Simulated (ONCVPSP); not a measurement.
# Configuration tests for Ru (ONCV)

ONCVPSP 4.0.1 input, shortened (lines: element, Z, core and valence counts, functional; n l f; lmax; l rc ep ncon nbas qcut; lloc lpopt rc5 dvloc0; l nproj debl; icmod fcfact rcfact), LDA (Perdew-Zunger), scalar-relativistic:

```
  Ru 44.00    6    4        3      upf
    1    0    2.00
    2    0    2.00
    2    1    6.00
    3    0    2.00
    3    1    6.00
    3    2   10.00
    4    0    2.00
    4    1    6.00
    4    2    7.00
    5    0    1.00
    2
    0    1.65    0.00    4    7    5.50
    1    1.80    0.00    4    7    6.70
    2    1.65    0.00    4    8    9.70
    4    5    1.45    0.00
    0    2    2.40
    1    3    4.00
    2    1    1.20
    3    4.00    1.75
```

Energies are relative to the spin-unpolarised reference configuration 4s2 4p6 4d7 5s1; without spin polarisation the order of configurations can differ from experiment.

```json
{"valence configuration": "4s2 4p6 4d7 5s0", "charge": "+1", "ΔE all-electron (eV)": "7.613", "error AE − PS (meV)": "-2.8"}
{"valence configuration": "4s2 4p6 4d5 5s0", "charge": "+3", "ΔE all-electron (eV)": "56.899", "error AE − PS (meV)": "-4.9"}
{"valence configuration": "4s2 4p6 4d8 5s0", "charge": "0", "ΔE all-electron (eV)": "-0.267", "error AE − PS (meV)": "-4.5"}
```

Question: What are ΔE and the potential's error for 4s2 4p6 4d6 5s0?

Answer: ΔE = 26.051 eV all-electron; the error (AE − PS) is -2.6 meV.

Levels in the configuration 4s2 4p6 4d5 5s0:

```tsv
level	all-electron (eV)	pseudo (eV)
4s	-111.127	-111.146
4p	-80.830	-80.841
4d	-37.565	-37.565
```
